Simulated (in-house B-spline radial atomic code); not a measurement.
Configurations of the gadolinium ion Gd³⁺, with energies counted from [Xe] 4f7. Level of theory: Dirac-Hartree-Fock, average of configuration, Fermi nucleus of rms radius 5.1569 fm; calculated with a B-spline radial code for spherical atoms. Energies include first-order Breit, QED and recoil terms.

Occupations are held fixed; configurations that lie above the ionisation limit could autoionise.

```json
{"configuration": "[Xe] 4f6 5d1", "E - E(ref) (eV)": "8.7269", "highest orbital": "5d5/2", "its <r> (bohr)": "2.105"}
{"configuration": "[Xe] 4f6 9p1", "E - E(ref) (eV)": "34.045", "highest orbital": "9p3/2", "its <r> (bohr)": "14.41"}
{"configuration": "[Xe] 4f6 9d1", "E - E(ref) (eV)": "35.069", "highest orbital": "9d5/2", "its <r> (bohr)": "17.09"}
{"configuration": "[Kr] 4d10 4f7 5s2 5p5 6g1", "E - E(ref) (eV)": "51.335", "highest orbital": "6g7/2", "its <r> (bohr)": "10.95"}
{"configuration": "[Kr] 4d10 4f7 5s2 5p5 7g1", "E - E(ref) (eV)": "52.943", "highest orbital": "7g7/2", "its <r> (bohr)": "15.81"}
{"configuration": "[Kr] 4d10 4f7 5s2 5p5 8g1", "E - E(ref) (eV)": "53.986", "highest orbital": "8g7/2", "its <r> (bohr)": "21.42"}
{"configuration": "[Kr] 4d9 4f7 5s2 5p6 5g1", "E - E(ref) (eV)": "178.55", "highest orbital": "5g7/2", "its <r> (bohr)": "6.845"}
{"configuration": "[Kr] 4d9 4f7 5s2 5p6 8p1", "E - E(ref) (eV)": "179.24", "highest orbital": "8p3/2", "its <r> (bohr)": "10.08"}
{"configuration": "[Kr] 4d9 4f7 5s2 5p6 9s1", "E - E(ref) (eV)": "180.98", "highest orbital": "9s1/2", "its <r> (bohr)": "13.04"}
{"configuration": "[Kr] 4d9 4f7 5s2 5p6 8g1", "E - E(ref) (eV)": "183.86", "highest orbital": "8g7/2", "its <r> (bohr)": "21.42"}
```

Task: Order these further configurations by energy, lowest first.
A. [Xe] 4f6 8d1
B. [Xe] 4f6 6p1
C. [Kr] 4d9 4f7 5s2 5p6 7p1
D. [Xe] 4f6 6s1
E. [Xe] 4f6 8p1

Result: D (12.349 eV), B (17.718 eV), E (31.652 eV), A (33.349 eV), C (174.87 eV).

Task: How far above the reference does [Kr] 4d10 4f7 5s2 5p5 6s1 lie?

Result: 30.399 eV; its least bound orbital is 6s1/2 with <r> = 3.138 bohr.

Task: How far above the reference does [Xe] 4f6 9g1 lie?

Result: 36.982 eV; its least bound orbital is 9g7/2 with <r> = 27.78 bohr.

Task: How far above the reference does [Xe] 4f6 6g1 lie?

Result: 33.616 eV; its least bound orbital is 6g7/2 with <r> = 10.95 bohr.

Task: One of these lies 51.12 eV from the reference. Which?
A. [Xe] 4f6 6d1
B. [Kr] 4d10 4f7 5s2 5p5 8d1
C. [Kr] 4d9 4f7 5s2 5p6 9g1

Result: B.
